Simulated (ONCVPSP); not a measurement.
## Which change was made? (N, ONCV)

| Property | Result |
| --- | --- |
| Element | N (Z = 7) |
| Generator | ONCVPSP 4.0.1 |
| Type | optimised norm-conserving Vanderbilt (ONCV) |
| Functional | Wu-Cohen |
| Relativity | scalar-relativistic |
| Frozen core | [He] |
| Valence charge | 5 |
| Reference configuration | 2s1 2p4 |
| Partial waves | 2s: rc 0.75 bohr, ncon 4, nbas 7, qcut 10.4 1/bohr, 2 projectors, debl 1.9 Ha; 2p: rc 1.45 bohr, ncon 4, nbas 8, qcut 10.3 1/bohr, 1 projector; d scattering state at 0.39 Ha: rc 1.20 bohr, ncon 5, nbas 8, qcut 6.8 1/bohr, 3 projectors, debl 3.8 Ha |
| Local potential | polynomial inside 0.75 bohr (lpopt 5, dvloc0 0 Ha) |
| Core correction | none |

Cutoffs, loose and tight: the cutoffs (Ha) at which the residual kinetic energy of the hardest occupied pseudo-wave falls to 1 and 0.1 mHa per electron. They do not see the model core or the augmentation charge, which bear on the density cutoff. Test errors are all-electron minus pseudo excitation energies from the reference, over the configurations 2s2 2p3; 2s2 2p2; 2s2 2p1; 2s2 2p0; variants that change the core or the reference have their own tests.

The base gives: outcome: generated; cutoff, loose: 31 Ha; cutoff, tight: 179 Ha; bound ghosts: s; GHOST(+) flags above zero: d; largest test error (meV): +512.

(1) After one change the result is: outcome: generated; cutoff, loose: 67 Ha; cutoff, tight: 87 Ha; bound ghosts: s; GHOST(+) flags above zero: none; largest test error (meV): +441. Which change was it?
A. reference 2s2 2p1
B. local potential polynomial inside 0.75 bohr (lpopt 5, dvloc0 9.5 Ha)
C. s: qcut 14; p: qcut 13.9; d: qcut 9.1
D. functional BLYP
E. p: rc 1.18

Answers

(1) C. The others give: p: rc 1.18 → outcome: generated; cutoff, loose: 37 Ha; cutoff, tight: 179 Ha; bound ghosts: s; GHOST(+) flags above zero: d; largest test error (meV): +329 | functional BLYP → outcome: generated; cutoff, loose: 31 Ha; cutoff, tight: 178 Ha; bound ghosts: s; GHOST(+) flags above zero: d; largest test error (meV): +667 | local potential polynomial inside 0.75 bohr (lpopt 5, dvloc0 9.5 Ha) → outcome: generated; cutoff, loose: 31 Ha; cutoff, tight: 179 Ha; bound ghosts: s, d; GHOST(+) flags above zero: none; largest test error (meV): +512 | reference 2s2 2p1 → outcome: generated; cutoff, loose: 32 Ha; cutoff, tight: 183 Ha; bound ghosts: s; GHOST(+) flags above zero: d; largest test error (meV): +125.
